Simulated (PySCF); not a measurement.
Steps of a relaxation of LaF3(H2O)

LaF3(H2O) (singlet). PySCF 2.14.0, RKS PBE0, La lcecp-1-SVP with ECP46, F def2-SVP, O def2-SVP, H def2-SVP; non-relativistic Hamiltonian with scalar-relativistic core potentials where named; density fitting; no spin-orbit coupling. Origin of the start: template. Columns: position (Å) and force (eV/Å). Energies are counted from the last step; some of the 9 steps are shown. Forces carry noise of the integration grid, about 0.01 to 0.03 eV/Å.

Run from Python with OMP_NUM_THREADS=2. Where DIIS fails, smearing, a level shift and second-order steps follow.
It took 69 s on 2 threads of Arm Neoverse V1, on a shared host, from the converged density of the start.

```xyz
7
step 0  E = 0.151 eV
La    0.0156   -0.0156    0.0156     0.94   -0.93    0.93
F     1.2768    1.2456    1.2768    -0.59   -0.36   -0.56
F    -1.2456   -1.2768    1.2768     0.39    0.58   -0.58
F     1.2768   -1.2768   -1.2456    -0.59    0.56    0.36
O    -1.4624    1.4624   -1.4624    -0.31    0.32   -0.32
H    -1.8031    2.3475   -1.2586     0.08   -0.17   -0.01
H    -1.8031    1.2586   -2.3475     0.08    0.01    0.17
```

```xyz
7
step 3  E = 0.017 eV
La    0.0764   -0.0701    0.0701     0.05   -0.03    0.03
F     1.2144    1.3008    1.2368     0.06    0.17    0.08
F    -1.2808   -1.2280    1.2280    -0.17   -0.08    0.08
F     1.2144   -1.2368   -1.3008     0.06   -0.08   -0.17
O    -1.4285    1.4387   -1.4387     0.04   -0.03    0.03
H    -1.7703    2.3150   -1.2250    -0.02    0.04   -0.01
H    -1.7703    1.2250   -2.3150    -0.02    0.01   -0.04
```

```xyz
7
step 5  E = 0.001 eV
La    0.1087   -0.1000    0.1000    -0.05    0.04   -0.04
F     1.1911    1.3670    1.2252     0.00    0.00   -0.01
F    -1.3353   -1.2152    1.2152    -0.01    0.00    0.00
F     1.1911   -1.2252   -1.3670     0.00    0.01    0.00
O    -1.4028    1.4190   -1.4190     0.04   -0.04    0.04
H    -1.7488    2.2944   -1.2046     0.01   -0.01    0.00
H    -1.7488    1.2046   -2.2944     0.01    0.00    0.01
```

Question: Where does the relaxation end?

Answer: It converges at step 8 in Cs:
```xyz
7
step 8  E = 0
La    0.1012   -0.1012    0.1012
F     1.1764    1.3870    1.2075
F    -1.3505   -1.2130    1.2130
F     1.1764   -1.2075   -1.3870
O    -1.3908    1.4038   -1.4038
H    -1.7287    2.2830   -1.1924
H    -1.7287    1.1924   -2.2830
```

Question: How did the contacts change?

Answer: 
| contact | start (Å) | end (Å) |
| --- | --- | --- |
| La1–F2 (F) | 2.184 | 2.144 |
| La1–F3 (F) | 2.184 | 2.140 |
| La1–F4 (F) | 2.184 | 2.144 |
| La1–O5 (H2O) | 2.560 | 2.599 |
